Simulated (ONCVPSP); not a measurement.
**Which change was made? (O, ONCV)**

```json
{
  "Element": "oxygen (O)",
  "Generator": "ONCVPSP 4.0.1",
  "Type": "optimised norm-conserving Vanderbilt (ONCV)",
  "Functional": "PBE",
  "Relativity": "scalar-relativistic",
  "Frozen core": "[He]",
  "Valence charge": "6",
  "Reference configuration": "2s2 2p4",
  "Partial waves": "2s: rc 0.85 bohr, ncon 4, nbas 8, qcut 7.9 1/bohr, 1 projector; 2p: rc 1.00 bohr, ncon 4, nbas 7, qcut 9.1 1/bohr, 1 projector; d scattering state at 0.07 Ha: rc 0.95 bohr, ncon 4, nbas 8, qcut 10.5 1/bohr, 2 projectors, debl 2.3 Ha",
  "Local potential": "polynomial inside 0.60 bohr (lpopt 5, dvloc0 4 Ha)",
  "Core correction": "Teter function, fcfact 5.75, rcfact 1.35"
}
```

Cutoffs, loose and tight: the cutoffs (Ha) at which the residual kinetic energy of the hardest occupied pseudo-wave falls to 1 and 0.1 mHa per electron. They do not see the model core or the augmentation charge, which bear on the density cutoff. Test errors are all-electron minus pseudo excitation energies from the reference, over the configurations 2s2 2p3; 2s2 2p2; 2s2 2p1; 2s1 2p4; variants that change the core or the reference have their own tests.

The base gives: outcome: generated; cutoff, loose: 59 Ha; cutoff, tight: 215 Ha; bound ghosts: none; GHOST(+) flags above zero: none; largest test error (meV): +297.

Question: After one change the result is: outcome: generated; cutoff, loose: 73 Ha; cutoff, tight: 277 Ha; bound ghosts: none; GHOST(+) flags above zero: none; largest test error (meV): +271. Which change was it?
A. s: rc 1.24
B. s: rc 0.72
C. s: rc 0.94

Answer: B. The others give: s: rc 0.94 → outcome: generated; cutoff, loose: 48 Ha; cutoff, tight: 168 Ha; bound ghosts: none; GHOST(+) flags above zero: none; largest test error (meV): +327 | s: rc 1.24 → outcome: generated; cutoff, loose: 48 Ha; cutoff, tight: 135 Ha; bound ghosts: none; GHOST(+) flags above zero: none; largest test error (meV): +444.
